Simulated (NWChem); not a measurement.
System meant: CdHSI; SMILES [I][Cd][SH]

The following NWChem deck was run.

```
start job
memory heap 200 mb stack 900 mb global 1100 mb
geometry units angstroms noautoz
  Cd     0.329209     0.816018     0.000270
  I     -0.333571    -1.693174    -0.000757
  S      0.945786     3.081713    -0.000842
  H     -0.337197     3.510270    -0.014848
end
basis spherical
  * library def2-svp
end
ecp
  Cd library def2-ecp
  I library def2-ecp
end
dft
  odft
  mult 2
  xc pbe0
  iterations 150
  mulliken
end
task dft energy
```

End of the output:

```
                                 NWChem DFT Module
                                 -----------------

 Summary of "ao basis" -> "ao basis" (spherical)
 ------------------------------------------------------------------------------
       Tag                 Description            Shells   Functions and Types
 ---------------- ------------------------------  ------  ---------------------
 Cd                         def2-svp                11       31   5s3p2d1f
 I                          def2-svp                10       26   4s4p2d
 S                          def2-svp                 8       18   4s3p1d
 H                          def2-svp                 3        5   2s1p

 Summary of "ao basis" -> "ao basis" (spherical)
 ------------------------------------------------------------------------------
       Tag                 Description            Shells   Functions and Types
 ---------------- ------------------------------  ------  ---------------------
 Cd                         def2-svp                11       31   5s3p2d1f
 I                          def2-svp                10       26   4s4p2d
 S                          def2-svp                 8       18   4s3p1d
 H                          def2-svp                 3        5   2s1p

      Symmetry analysis of basis
      --------------------------

        a'         56
        a"         24

  number of electrons :                   62
  multiplicity        :                    2
 ------------------------------------------------------------------------
  no. of electrons and multiplicity not compatible                  62
 ------------------------------------------------------------------------
 ------------------------------------------------------------------------
  current input line :
    23: task dft energy
 ------------------------------------------------------------------------
 ------------------------------------------------------------------------
 There is an error in the input file
 ------------------------------------------------------------------------
 For more information see the NWChem manual at https://nwchemgit.github.io

0: no. of electrons and multiplicity not compatible:Received an Error in Communication
```

Question: Can this run be used? If not, why, and what is the fix?

Answer: The input was rejected before any calculation. Cause: the multiplicity doesn't fit the number of electrons (an even count wants an odd multiplicity, and the reverse). This input runs:
```
start job
memory heap 200 mb stack 900 mb global 1100 mb
geometry units angstroms noautoz
  Cd     0.329209     0.816018     0.000270
  I     -0.333571    -1.693174    -0.000757
  S      0.945786     3.081713    -0.000842
  H     -0.337197     3.510270    -0.014848
end
basis spherical
  Cd library def2-svp
  I library def2-svp
  S library def2-svp
  H library def2-svp
end
ecp
  Cd library def2-ecp
  I library def2-ecp
end
dft
  xc pbe0
  iterations 150
  mulliken
end
task dft energy
```
It converges to -864.05047 Ha (PBE0/def2-SVP with def2 effective core potentials on Cd, I).
